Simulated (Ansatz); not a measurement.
# Molecular dynamics of H15C2NO6

The input (input.yaml):

```yaml
crystal:
  lattice:
    - [6.647137, 0.0, 0.0]
    - [0.0, 6.647137, 0.0]
    - [0.0, 0.0, 6.647137]
  atoms:
    - { symbol: O, position: [0.25330034, 0.49091336, 0.73933642] }
    - { symbol: H, position: [0.35583882, 0.49146668, 0.85135855] }
    - { symbol: H, position: [0.21592036, 0.35188457, 0.72226918] }
    - { symbol: O, position: [0.82724181, 0.83711299, 0.40401238] }
    - { symbol: H, position: [0.79918929, 0.90395001, 0.28194803] }
    - { symbol: H, position: [0.71970608, 0.73544217, 0.41712713] }
    - { symbol: O, position: [0.58559074, 0.53542151, 0.06125706] }
    - { symbol: H, position: [0.47991169, 0.64764786, 0.05447996] }
    - { symbol: H, position: [0.54378228, 0.47046398, 0.18938035] }
    - { symbol: O, position: [0.29420932, 0.8843636, 0.03873409] }
    - { symbol: H, position: [0.36477258, 0.99930721, -0.01362065] }
    - { symbol: H, position: [0.16201063, 0.87993222, -0.02580339] }
    - { symbol: O, position: [0.80758949, 0.17337316, 0.66435982] }
    - { symbol: H, position: [0.75800628, 0.16051326, 0.79861373] }
    - { symbol: H, position: [0.77749625, 0.04772871, 0.60082448] }
    - { symbol: O, position: [0.58487506, 0.50452702, 0.49336614] }
    - { symbol: H, position: [0.46027341, 0.53303784, 0.56723642] }
    - { symbol: H, position: [0.65289333, 0.38755071, 0.55827535] }
    - { symbol: C, position: [1.03635678, 0.41543795, 0.25046081] }
    - { symbol: C, position: [0.90788731, 0.26268776, 0.16051376] }
    - { symbol: "N", position: [0.81844955, 0.13931279, 0.07527122] }
    - { symbol: H, position: [1.1936936, 0.36191497, 0.24696434] }
    - { symbol: H, position: [1.02887959, 0.56836165, 0.19659494] }
    - { symbol: H, position: [0.99377968, 0.41870613, 0.41187243] }
basis:
  ecutwfc: 420.0
kpoints:
  mp_grid: { grid: [1, 1, 1] }
hamiltonian:
  xc: pbe
  dispersion: d3bj
scf:
  occupations: { method: fermi_dirac, width: 0.05 }
  lower_state_search: "off"
md:
  timestep: 0.5
  n_steps: 400
  ensemble: nvt_langevin
  temperature: 300.0
  initial_velocities: maxwell_boltzmann
  seed: 679794
  friction: 0.02
  masses: [{ species: H, mass: 2.014 }]
```

Command:

```bash
$ ansatz run input.yaml --threads 1 --pin off --max-ram 3072MiB --backend cpu --events-out ev --progress --plain --runs-dir out
```

It goes on from the last frame of an earlier run, with new velocities.

Output, in part (step lines):

```
md step     0: t =     0.00 fs  T =   287.5 K  F+E_penalty+E_count = -4531.10001282 eV  E_kin = 0.891894 eV  (9 SCF iters)
md step     1: t =     0.50 fs  T =   280.6 K  F+E_penalty+E_count = -4531.07210619 eV  E_kin = 0.870543 eV  (8 SCF iters)
md step     2: t =     1.00 fs  T =   256.0 K  F+E_penalty+E_count = -4531.03813893 eV  E_kin = 0.794269 eV  (8 SCF iters)
md step     3: t =     1.50 fs  T =   247.5 K  F+E_penalty+E_count = -4531.00783305 eV  E_kin = 0.767915 eV  (8 SCF iters)
md step     4: t =     2.00 fs  T =   236.3 K  F+E_penalty+E_count = -4530.98507824 eV  E_kin = 0.732953 eV  (8 SCF iters)
md step     5: t =     2.50 fs  T =   236.9 K  F+E_penalty+E_count = -4530.97186878 eV  E_kin = 0.734832 eV  (5 SCF iters)
md step     6: t =     3.00 fs  T =   235.9 K  F+E_penalty+E_count = -4530.97293031 eV  E_kin = 0.731679 eV  (5 SCF iters)
md step     7: t =     3.50 fs  T =   248.3 K  F+E_penalty+E_count = -4530.98775035 eV  E_kin = 0.770403 eV  (5 SCF iters)
[... lines left out ...]
md step   400: t =   200.00 fs  T =   352.7 K  F+E_penalty+E_count = -4531.29813121 eV  E_kin = 1.094262 eV  (8 SCF iters)
```

The steps, from the saved trajectory:

| time (fs) | T (K) | potential energy less start (eV) |
| --- | --- | --- |
| 0.0 | 288 | 0.000 |
| 6.5 | 254 | 0.094 |
| 13.0 | 283 | 0.078 |
| 19.5 | 289 | -0.081 |
| 26.0 | 319 | -0.075 |
| 32.5 | 320 | -0.131 |
| 39.0 | 267 | -0.116 |
| 45.5 | 227 | -0.096 |
| 52.0 | 204 | -0.063 |
| 58.5 | 257 | -0.199 |
| 65.0 | 290 | -0.212 |
| 71.5 | 239 | -0.056 |
| 78.0 | 222 | -0.099 |
| 84.5 | 273 | -0.284 |
| 91.0 | 283 | -0.319 |
| 97.5 | 326 | -0.331 |
| 104.0 | 340 | -0.305 |
| 110.5 | 304 | -0.011 |
| 117.0 | 381 | -0.167 |
| 123.5 | 265 | 0.173 |
| 130.0 | 271 | 0.108 |
| 136.5 | 198 | 0.325 |
| 143.0 | 246 | 0.199 |
| 149.5 | 296 | 0.043 |
| 156.0 | 346 | 0.059 |
| 162.5 | 342 | -0.022 |
| 169.0 | 275 | 0.001 |
| 175.5 | 321 | -0.066 |
| 182.0 | 304 | -0.120 |
| 188.5 | 318 | -0.177 |
| 195.0 | 315 | -0.132 |

The run went to its last step. A run of 0.2 ps of so small a system gives no equilibrium averages. Limits of this set-up: coarse k mesh.

Mean squared displacements from the first frame to the last, about the centre of mass: O 0.30 Å², H 0.42 Å², C 0.32 Å², N 0.03 Å².

Last frame:

```xyz
24
Lattice="6.6471 0.0000 0.0000 0.0000 6.6471 0.0000 0.0000 0.0000 6.6471" Properties=species:S:1:pos:R:3
O 1.739 3.780 4.913
H 2.301 3.583 5.709
H 1.329 2.933 4.691
O 5.184 5.409 2.909
H 4.936 5.465 1.977
H 4.701 4.585 3.237
O 3.392 3.825 0.531
H 3.143 4.779 0.593
H 3.598 3.616 1.487
O 2.554 6.399 0.017
H 3.201 7.035 -0.304
H 1.838 6.350 -0.598
O 5.560 1.246 4.659
H 5.651 1.088 5.640
H 5.573 0.341 4.258
O 3.881 2.963 3.318
H 3.007 3.086 3.777
H 4.403 2.354 3.904
C 7.113 2.218 2.215
C 6.177 1.384 1.375
N 5.516 0.746 0.657
H 8.123 1.991 1.783
H 6.750 3.245 2.110
H 6.996 1.929 3.270
```

The run took 15 min on 1 thread of Arm Neoverse N1 (shared host), peak memory 0.36 GiB.
